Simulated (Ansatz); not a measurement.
`C[O][In]([OH])[Br]` → Br• + `C[O][In][OH]`•  (homolysis of the Br–In bond)

Program: Ansatz. Geometries: PBE0-D4/def2-TZVP. ΔE: electronic, gas phase. CCSD(T)/CBS adds triple-zeta CCSD(T) − MP2 to the extrapolated MP2 energy (def2 sets, frozen cores). Functionals use def2-TZVPP. B3LYP here is the variant with VWN-RPA as its local correlation; programs differ in this. No spin–orbit coupling; open shells (•) take unrestricted orbitals. Spin–orbit coupling would lower the free atoms: clearly for Br. Elements past krypton have def2 core potentials. Bonds to Br, In are less sure, by a few kJ/mol each and by 10 to 20 or more in all where they break to atoms, as the def2 sets lack core-valence functions. Scalar relativity is left out up to krypton. One conformer a species, not always the lowest.

`C[O][In]([OH])[Br]`:

Z-matrix (Å, degrees):
```
C
O 1 1.408
H 1 1.097 2 113.8
H 1 1.096 2 109.3 3 -120.4
H 1 1.096 2 110.0 3 121.0
In 2 1.967 1 123.2 3 -7.7
Br 6 2.442 2 119.4 1 2.1
O 6 1.964 2 118.6 1 -178.4
H 8 0.962 6 111.3 2 0.4
```

`C[O][In][OH]`•:

Cartesian coordinates in Å:
```
C 1.114 0.737 0.755
O -0.060 0.119 0.316
In -0.386 -0.788 -1.459
O -2.253 -1.508 -1.569
H 0.937 1.121 1.767
H 1.409 1.589 0.129
H 1.965 0.046 0.812
H -2.725 -1.316 -0.751
```

CCSD(T)/CBS gives +359.9 kJ/mol.

Q: Another level gave +305.5 kJ/mol. Which?
A. ωB97X-V/def2-TZVPP
B. HF/def2-TZVPP
C. B2PLYP/def2-TZVPP
D. B3LYP/def2-TZVPP

A: D. B3LYP 305.5, HF/def2-TZVPP 253.3, ωB97X-V 346.5, B2PLYP 325.1 kJ/mol.

Largest T1 diagnostic among the species: 0.022.

The D4 term adds +8.5 kJ/mol with B3LYP and +4.9 kJ/mol with PBE0; it sums over pairs of atoms, weighted by their polarisabilities, and B3LYP, whose exchange is more repulsive, gets the larger term. In def2-TZVPP, CCSD(T) changes the Hartree–Fock value by +85.8 kJ/mol (the triples alone add +8.1 kJ/mol) and MP2 by +104.3 kJ/mol; breaking electron pairs costs correlation energy, which Hartree–Fock lacks.

CCSD(T)/CBS has its own doubt, a few kJ/mol and more with outer-core shells, so smaller differences from it don't rank the levels.
